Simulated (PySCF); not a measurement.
**Nonlinear optical response: SMILES C=CCBr, C$_{3}$H$_{5}$Br**

Cartesian coordinates in Å; atom numbers follow the order of the lines, from 1:
```xyz
9

C    -1.2510   -0.3248    0.6075
C    -0.2568    0.4598    0.2159
C     0.8386    0.0074   -0.6682
Br    2.5647    0.0959    0.2600
H    -2.0461    0.0478    1.2417
H    -1.3033   -1.3664    0.3071
H    -0.2157    1.4958    0.5402
H     0.9664    0.6484   -1.5387
H     0.7181   -1.0270   -0.9815
```

Level of theory: PySCF, quadratic response CAM-B3LYP/aug-cc-pVTZ first hyperpolarisability, Taylor convention, gas phase. Geometry: PBE0-D3(BJ)/def2-TZVP.

The calculation is non-relativistic, which matters for the atoms heavier than Zn.

Problem. What is the first hyperpolarisability, and how does it disperse?

Solution. In 10⁻³⁰ esu, Taylor convention; the vector part is βᵢ = ⅓ Σⱼ (βᵢⱼⱼ + βⱼᵢⱼ + βⱼⱼᵢ); β∥ is 3/5 of the vector part along the dipole, the dipole points from − to +:
| process | λ (nm) | β vector norm | β∥ | β HRS | depolarisation ratio |
| --- | --- | --- | --- | --- | --- |
| static β(0;0,0) | ∞ | 1.17 | 0.67 | 0.47 | 5.82 |
| second harmonic β(−2ω;ω,ω) | 1907 | 1.24 | 0.71 | 0.49 | 5.77 |
| Pockels β(−ω;ω,0) | 1907 | 1.19 | 0.68 | – | – |
| second harmonic β(−2ω;ω,ω) | 1064 | 1.42 | 0.81 | 0.57 | 5.65 |
| Pockels β(−ω;ω,0) | 1064 | 1.25 | 0.71 | – | – |

Problem. Which lowest excitations, dipole and polarisabilities go with it?

Solution. S1 5.79 eV (f = 0.010); S2 5.83 eV (f = 0.017); S3 6.65 eV (f = 0.157); dipole 2.00 D; isotropic α 62.5 au static, 62.7 au at 1907 nm, 63.2 au at 1064 nm, 63.4 au at 953.5 nm, 65.5 au at 532 nm.
